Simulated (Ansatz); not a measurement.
Cost and result for the atomization energy of `Oc1cccc2ccccc12` (19 atoms, 20 bonds).

```json
{"atom": "O1", "x (Å)": "-1.636", "y (Å)": "0.908", "z (Å)": "2.191"}
{"atom": "C2", "x (Å)": "-0.612", "y (Å)": "0.253", "z (Å)": "1.595"}
{"atom": "C3", "x (Å)": "0.251", "y (Å)": "-0.444", "z (Å)": "2.401"}
{"atom": "C4", "x (Å)": "1.331", "y (Å)": "-1.144", "z (Å)": "1.843"}
{"atom": "C5", "x (Å)": "1.545", "y (Å)": "-1.148", "z (Å)": "0.493"}
{"atom": "C6", "x (Å)": "0.676", "y (Å)": "-0.439", "z (Å)": "-0.361"}
{"atom": "C7", "x (Å)": "0.866", "y (Å)": "-0.420", "z (Å)": "-1.760"}
{"atom": "C8", "x (Å)": "0.022", "y (Å)": "0.273", "z (Å)": "-2.583"}
{"atom": "C9", "x (Å)": "-1.060", "y (Å)": "0.988", "z (Å)": "-2.040"}
{"atom": "C10", "x (Å)": "-1.274", "y (Å)": "0.990", "z (Å)": "-0.689"}
{"atom": "C11", "x (Å)": "-0.423", "y (Å)": "0.282", "z (Å)": "0.187"}
{"atom": "H12", "x (Å)": "-2.191", "y (Å)": "1.318", "z (Å)": "1.523"}
{"atom": "H13", "x (Å)": "0.079", "y (Å)": "-0.444", "z (Å)": "3.470"}
{"atom": "H14", "x (Å)": "1.999", "y (Å)": "-1.688", "z (Å)": "2.501"}
{"atom": "H15", "x (Å)": "2.378", "y (Å)": "-1.691", "z (Å)": "0.062"}
{"atom": "H16", "x (Å)": "1.704", "y (Å)": "-0.971", "z (Å)": "-2.173"}
{"atom": "H17", "x (Å)": "0.185", "y (Å)": "0.275", "z (Å)": "-3.654"}
{"atom": "H18", "x (Å)": "-1.725", "y (Å)": "1.540", "z (Å)": "-2.694"}
{"atom": "H19", "x (Å)": "-2.116", "y (Å)": "1.562", "z (Å)": "-0.310"}
```

Charge 0, multiplicity 1. Geometry: relaxed with PBE0-D4/def2-TZVP. It is one conformer, not always the lowest. Program: Ansatz. All runs use 4 threads of an AMD EPYC 7R13 on a shared host and a share of an NVIDIA H100 80 GB. Times are those of one run each, without the atoms' runs, and a repeat can differ threefold. Electronic energies, without spin–orbit coupling; frozen cores. CCSD(T)/CBS adds CCSD(T) − MP2 in def2-TZVPP to the MP2 limit, and its time is that of the two runs behind it. T1 = 0.011; the RHF reference is unstable towards UHF. B3LYP takes the VWN-RPA correlation (the form of Gaussian; ORCA's B3LYP/G).

CCSD(T)/CBS is a level of theory with its own doubt, some kJ/mol a heavy atom from the limit and from the frozen cores, so smaller differences don't rank the functionals.

```
                             level  functions  wall time
                  CCSD(T)/def2-SVP        194      3.4 s
                 B2PLYP/def2-TZVPP        453      3.9 s
               BHLYP-D4/def2-TZVPP        453      4.3 s
           CAM-B3LYP-D4/def2-TZVPP        453      4.7 s
   PBE-D4/def2-TZVPP (with forces)        453        5 s
                 B97M-V/def2-TZVPP        453      5.5 s
r2SCAN-D4/def2-TZVPP (with forces)        453      5.5 s
  ωB97M-V/def2-TZVPP (with forces)        453      5.5 s
                PBE0-D4/def2-TZVPP        453      6.5 s
                    MP2/def2-QZVPP        867        7 s
 B3LYP-D4/def2-TZVPP (with forces)        453        8 s
                CCSD(T)/def2-TZVPP        453       33 s
                 CCSD(T)/CBS(def2)          –       40 s
```

Problem. What atomization energy does each give, and how far from CCSD(T)/CBS? (Best estimate.)

Solution. Computed: 
```tsv
level	atomization (kcal/mol)	difference from CCSD(T)/CBS	per bond
CCSD(T)/def2-SVP	2181.0	-77.3	-3.9
B2PLYP/def2-TZVPP	2250.7	-7.6	-0.4
BHLYP-D4/def2-TZVPP	2192.3	-66.0	-3.3
CAM-B3LYP-D4/def2-TZVPP	2275.6	17.3	0.9
PBE-D4/def2-TZVPP (with forces)	2363.6	105.3	5.3
B97M-V/def2-TZVPP	2279.8	21.5	1.1
r2SCAN-D4/def2-TZVPP (with forces)	2289.2	30.9	1.5
ωB97M-V/def2-TZVPP (with forces)	2271.7	13.4	0.7
PBE0-D4/def2-TZVPP	2311.7	53.4	2.7
MP2/def2-QZVPP	2313.3	55.0	2.8
B3LYP-D4/def2-TZVPP (with forces)	2271.6	13.3	0.7
CCSD(T)/def2-TZVPP	2203.9	-54.4	-2.7
CCSD(T)/CBS(def2)	2258.3	0.0	0.0
```

From PBE to PBE0 (25 % exact exchange), in def2-TZVPP and without D4, the atomization energy moves by −49.7 kcal/mol: exact exchange takes away binding that semilocal exchange gives to molecules. In def2-TZVPP, CCSD(T) changes the Hartree–Fock value by +548.1 kcal/mol (the triples alone add +47.6 kcal/mol) and MP2 by +625.6 kcal/mol; breaking electron pairs costs correlation energy, which Hartree–Fock lacks. At CCSD(T), def2-SVP lies −77.2 kcal/mol from the extrapolated value and def2-TZVPP −54.4 kcal/mol: correlation converges slowly with the basis, and small sets miss more of it in the bonded molecule than in its fragments.
